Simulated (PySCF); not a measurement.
```xyz
5
charge 0 multiplicity 1, angstrom
Ge    0.0000    0.0000    0.0000
F     1.7244    0.0000    0.0000
F     0.0000    1.7244    0.0000
F    -1.7244    0.0000    0.0000
F     0.0000   -1.7244    0.0000
```

Level of theory: PBE0/[Ge def2-SVP, F def2-SVP], no relativity, density fitting, PySCF.

This geometry of GeF₄ is a stationary point at this level.

(1) What is the point group?

(2) Is it a minimum?

(3) List the harmonic modes with their infrared intensities.

(4) Give the atomic charges and bond orders.

## Answers

(1) D4h.

(2) No: it has 1 imaginary mode, at 186i cm⁻¹ (b2u).

(3) 
```json
{"symmetry": "b2u", "ω (cm⁻¹)": "186i", "IR (km/mol, summed over degenerate members)": "–", "type": "bend"}
{"symmetry": "a2u", "ω (cm⁻¹)": "257", "IR (km/mol, summed over degenerate members)": "58.4", "type": "bend"}
{"symmetry": "eu", "ω (cm⁻¹)": "322", "IR (km/mol, summed over degenerate members)": "77.5", "type": "bend"}
{"symmetry": "b2g", "ω (cm⁻¹)": "366", "IR (km/mol, summed over degenerate members)": "0.0", "type": "bend"}
{"symmetry": "b1g", "ω (cm⁻¹)": "631", "IR (km/mol, summed over degenerate members)": "0.0", "type": "stretch"}
{"symmetry": "a1g", "ω (cm⁻¹)": "696", "IR (km/mol, summed over degenerate members)": "0.0", "type": "stretch"}
{"symmetry": "eu", "ω (cm⁻¹)": "793", "IR (km/mol, summed over degenerate members)": "229", "type": "stretch"}
```

(4) 
```csv
atom,Mulliken,Löwdin,polar tensor,Mayer order to Ge1
Ge1,1.30,0.69,2.11,–
"F2,3,4,5",-0.32,-0.17,-0.53,1.01
```

This need not be the most stable arrangement of these atoms. At this level a singlet minimum of Td symmetry lies 190 kJ/mol below this structure.
